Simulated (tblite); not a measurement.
C₅H₁₁O₂ (doublet state).
Geometry (GFN2-xTB, Å), atoms numbered from 1 in this order:
```xyz
18
C5H11O2 angstrom
C      2.0881    0.4011    0.2629
O      0.9565   -0.2715    0.7626
C      0.4151   -1.2366   -0.1058
C     -0.1629   -0.6641   -1.4323
C     -0.9628    0.5645   -1.2311
C     -2.0265    0.6328   -0.2020
O     -1.5565    1.2487    0.9937
H      2.4989    0.9696    1.0950
H      1.8218    1.0876   -0.5474
H      2.8396   -0.3092   -0.0992
H      1.1737   -1.9941   -0.3527
H     -0.3803   -1.7114    0.4723
H     -0.7838   -1.4671   -1.8486
H      0.6490   -0.4721   -2.1352
H     -0.5954    1.4997   -1.6205
H     -2.4167   -0.3707    0.0227
H     -2.8564    1.2656   -0.5344
H     -0.7100    0.8335    1.2236
```

Computed values, GFN2-xTB/tblite, gas phase, harmonic and unscaled. Against measured fundamentals such values can be off by several per cent, at times by over 20. One conformer, not necessarily the lowest. Open shells enter through the occupations alone, without spin polarisation, and single modes of such species can be off by tens of per cent.

Harmonic wavenumbers (cm⁻¹): 61.7, 103.8, 133.1, 147.0, 210.0, 238.9, 309.7, 370.2, 407.4, 497.4, 537.8, 598.3, 822.0, 862.2, 920.7, 982.2, 988.8, 1008.1, 1068.7, 1105.3, 1131.7, 1141.1, 1159.0, 1173.3, 1193.2, 1255.2, 1279.2, 1307.7, 1320.4, 1334.7, 1354.5, 1404.5, 1455.4, 1462.5, 1471.2, 1472.9, 1487.8, 2865.9, 2866.8, 2893.8, 2922.5, 2933.8, 2940.3, 2979.8, 2993.4, 3029.8, 3099.9, 3422.7.

A = 3624, B = 1950, C = 1576 MHz; mass 103.076 u (most abundant isotopes); point group C1, symmetry number 1; spin multiplicity 2.

Q: Zero-point energy?

A: Half the sum of the wavenumbers: 33363 cm⁻¹ = 399.11 kJ/mol.

Q: Entropy at 400 K, 1 bar (ideal gas, RRHO, classical rotation)?

A: Translation 172.78, rotation 119.81, vibration 135.75, spin (R ln 2) 5.76: S = 434.1 J/(mol K).

Q: And Cp and H(400 K) − H(0)?

A: Cp = 177.51 J/(mol K), of which vibrations give 144.25 (their classical limit is 48 R = 399.1); H(400 K) − H(0) = 42.06 kJ/mol without the zero-point energy, 28.76 from vibrations.

Q: How do the functions run with temperature in this model?

A: 
```csv
T (K),S (J/(mol K)),Cp (J/(mol K)),H − H(0) (kJ/mol),G − H(0) (kJ/mol),ln q(vib)
150,311.6,89.4,9.08,-37.67,2.24
250,364.8,122.0,19.62,-71.58,4.43
298.15,387.8,139.5,25.91,-89.70,5.48
600,518.6,240.1,84.16,-226.99,12.00
900,628.6,301.9,166.21,-399.56,18.27
```

q(vib) and H(0) count from the zero-point level.

Q: Blend soft modes into free rotors: weight 1/[1 + (100 cm⁻¹/ν̃)⁴] for the oscillator and the rest for a rotor with moment μB/(μ + B), μ = h/(8π²ν), B = 10⁻⁴⁴ kg m². What vibrational entropy results?

A: 128.14 J/(mol K) in place of 135.75, which changes −T·S at 400 K by +3.04 kJ/mol.

Hindered rotation and anharmonicity are outside this model. Other conformers, if any are populated, would add a mixing term that is left out. The structure is chiral; the term R ln 2 for an equal mix with its mirror image is left out.
